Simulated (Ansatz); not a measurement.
A nudged elastic band was laid between two geometries of FH$_{4}$MgOSi (8 atoms, charge 1, multiplicity 1).

Theory: RKS BLYP-D4/def2-SVP (Ansatz).

```json
{"movable images": "5", "climbing image": "yes", "spring": "5.0 eV/Å²", "optimiser": "quadratic models (default)", "start path": "IDPP", "force threshold": "0.03 eV/Å", "iteration limit": "60", "end points": "relaxed"}
```

Initial state:

```xyz
8
Properties=species:S:1:pos:R:3
O -0.855 0.105 -0.364
Si 0.457 0.606 0.864
Mg 1.674 -1.485 -0.103
F 0.339 -1.790 -1.331
H -1.590 0.652 -0.716
H -0.559 -0.717 -0.960
H 0.813 1.999 0.445
H -0.279 0.630 2.166
```

Final state:

```xyz
8
Properties=species:S:1:pos:R:3
O -0.787 0.194 -0.465
Si 0.471 0.625 0.842
Mg 1.728 -1.412 -0.185
F 0.353 -1.773 -1.352
H -0.531 -0.681 -1.001
H -1.728 0.470 -0.510
H 0.797 2.055 0.551
H -0.304 0.521 2.119
```

Problem. Which bonds break or form, and what moves?

Solution. No bond is made or broken. The dihedral H6–O1–Si2–H8 goes from -128 to 41°. The two ends are copies of one structure, up to a mirror image or an exchange of like atoms.

Problem. What energy profile does the band end with?

Solution. It converged. The highest image is number 4 of 0 to 6, 0.31 eV above the ends, which have the same energy within 2 meV. The profile has 2 maxima (images 1, 4) with wells between them (image 2): this band takes more than one step, which may be the mechanism or a detour left from its start path. A vibrational analysis at the climbing image gives one clearly imaginary mode, 83i cm⁻¹: a first-order saddle point. Limits of this set-up: the dipole of an ion depends on the origin.

| image | path coordinate (Å) | energy (eV) | dihedral H6–O1–Si2–H8 (°) |
| --- | --- | --- | --- |
| 0 | 0.00 | 0.00 | -128 |
| 1 | 1.54 | 0.31 | -91 |
| 2 | 3.07 | 0.22 | -56 |
| 3 | 4.61 | 0.22 | 29 |
| 4 | 6.15 | 0.31 | 53 |
| 5 | 6.87 | 0.22 | 55 |
| 6 | 7.59 | 0.00 | 41 |

Problem. What is the geometry of the highest image?

Solution. 
```xyz
8
Properties=species:S:1:pos:R:3:forces:R:3
O -1.140 0.024 -0.111 -0.01 0.00 0.01
Si 0.470 0.466 0.869 0.00 0.00 0.00
Mg 2.030 -0.949 -0.675 0.00 0.00 0.00
F 1.435 -1.647 -2.183 0.00 0.00 0.00
H -1.133 -0.216 -1.066 0.01 0.00 -0.01
H -2.038 0.337 0.143 0.00 0.00 0.01
H 0.399 1.963 0.814 0.00 0.00 0.00
H -0.023 0.021 2.210 0.00 0.00 0.00
```

Time of the run: 9 min on 1 thread of Arm Neoverse V1 (shared host), peak memory 0.26 GiB.
